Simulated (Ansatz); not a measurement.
Basis-set extrapolation for `[CH3][Al-]([CH3])([OH])[SH2+]` (PBE0-D4/def2-TZVP geometry, frozen core, the Gaussian-basis code of Ansatz). Multiplicity 1, RHF reference.

```csv
,def2-TZVPP,def2-QZVPP
HF,-795.454041,-795.480402
MP2 correlation,-0.884510,-0.949698
CCSD(T) correlation,-0.978241,not run
```

Energies in hartree. Use E(X) = E(∞) + A·exp(−7.88·√X) for Hartree–Fock and E(X) = E(∞) + B·X^(−2.97) for correlation, with X = 3 and 4, and add CCSD(T) minus MP2 of the smaller set to the MP2 limit.

Problem. What is the CCSD(T) energy at the basis-set limit?

Solution. HF limit: -795.480402 + (-0.026361) × 0.13774 = -795.48403. MP2 limit: -0.949698 + (-0.065188) × 0.74074 = -0.99799. Higher-order term: -0.978241 − (-0.884510) = -0.09373. Total: -796.57575 hartree, 376.7 kJ/mol below CCSD(T)/def2-TZVPP.
